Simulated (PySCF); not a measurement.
How methods differ on the ionisation energy of Mn+

Mn+ [Ar] 3d5 4s1 (7S) → Mn(2+) [Ar] 3d5 (6S), as a difference of total energies. Calculation: PySCF 2.14, in aug-cc-pVTZ with one added diffuse shell each of s, p, d, f, g type (9s8p6d4f3g, 118 functions); the non-relativistic Hamiltonian (point nucleus). Correlated levels: valence: [Ar] frozen. The calculations carry no spin-orbit coupling.

```
           method  ionisation energy (eV)  difference from reference (eV)
              UHF                  14.692                          -0.948
              LDA                  16.349                          +0.709
              PBE                  16.114                          +0.474
             PBE0                  15.794                          +0.154
           r2SCAN                  15.963                          +0.323
            B3LYP                  15.929                          +0.289
           PBEsol                  16.076                          +0.436
          r2SCAN0                  15.737                          +0.097
    MP2 (valence)                  15.140                          -0.500
SCS-MP2 (valence)                  14.841                          -0.799
```

Reference: 15.640 eV (measured; NIST Atomic Spectra Database, ionization energies).

These non-relativistic numbers lack the scalar-relativistic shift.

Errors of the correlated levels include the incompleteness of this basis and the frozen core.
